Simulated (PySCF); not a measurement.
CH3O3Re, SMILES [O]=[Re](=[O])(=[O])[CH3], multiplicity 1.

Geometry: r2SCAN-D4/def2-SVP. The spin state was assumed, not searched. The isomer is the one that the SMILES or the coordinates give; other isomers of the formula were not compared. The def2 effective core potentials stand for the cores of Re; spin–orbit coupling is left out.

Calculation: TDA-PBE/def2-SVPD (PySCF 2.14.0).

Vertical excitations; the highest root listed may be one member of a degenerate set.  State labels are in the subgroup Cs.

| state | symmetry | energy (eV) | λ (nm) | f | main pairs |
|---|---|---|---|---|---|
| S1 | A" | 4.43 | 280 | 0.001 | HOMO→LUMO+1 (degenerate set) |
| S2 | A' | 4.43 | 280 | 0.001 | HOMO→LUMO (degenerate set) |
| S3 | A" | 4.60 | 270 | 0.000 | HOMO−1→LUMO 50 %, HOMO−2→LUMO+1 50 % |
| S4 | A' | 4.64 | 267 | 0.005 | HOMO−3→LUMO+1, HOMO−1→LUMO+1, HOMO−2→LUMO, HOMO→LUMO (degenerate set) |
| S5 | A" | 4.64 | 267 | 0.005 | HOMO−3→LUMO, HOMO−2→LUMO+1, HOMO−1→LUMO, HOMO→LUMO+1 (degenerate set) |
| S6 | A' | 4.68 | 265 | 0.005 | HOMO−2→LUMO 50 %, HOMO−1→LUMO+1 50 % |
| S7 | A" | 5.37 | 231 | 0.008 | HOMO−3→LUMO, HOMO−1→LUMO, HOMO−2→LUMO+1 (degenerate set) |
| S8 | A' | 5.37 | 231 | 0.008 | HOMO−3→LUMO+1, HOMO−2→LUMO, HOMO−1→LUMO+1 (degenerate set) |
| S9 | A" | 6.13 | 202 | 0.005 | HOMO−4→LUMO (degenerate set) |
| S10 | A' | 6.13 | 202 | 0.005 | HOMO−4→LUMO+1 (degenerate set) |
| T1 | A' | 3.99 | 311 | 0 | HOMO→LUMO (degenerate set) |
| T2 | A" | 3.99 | 311 | 0 | HOMO→LUMO+1 (degenerate set) |
| T3 | A' | 4.09 | 303 | 0 | HOMO−1→LUMO+1, HOMO−2→LUMO, HOMO−3→LUMO+1 (degenerate set) |
| T4 | A" | 4.09 | 303 | 0 | HOMO−1→LUMO, HOMO−2→LUMO+1, HOMO−3→LUMO (degenerate set) |
Triplets are in the Tamm–Dancoff approximation.
